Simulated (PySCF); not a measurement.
**Tb²⁺: ionisation energy**

Tb²⁺ [Xe] 4f9 (high-spin determinant) → Tb³⁺ [Xe] 4f8 (7F), as a difference of total energies. Calculation: PySCF 2.14, in x2c-TZVPPall (11s7p7d4f2g, 113 functions); scalar relativity by spin-free X2C-1e. The calculations carry no spin-orbit coupling.

```tsv
method	ionisation energy (eV)
UHF	17.343
M06-2X	21.090
CAM-B3LYP	22.241
revPBE	23.074
```

The reference lies between the lowest fine-structure levels, while these numbers refer to the centres of the terms.

The determinant of Tb²⁺ mixes LS terms, which raises its energy above the lowest term, most at the Hartree-Fock and MP2 levels.

For comparison: 21.82 ± 0.03 eV (semi-empirical (NIST evaluation); NIST Atomic Spectra Database, ionization energies).
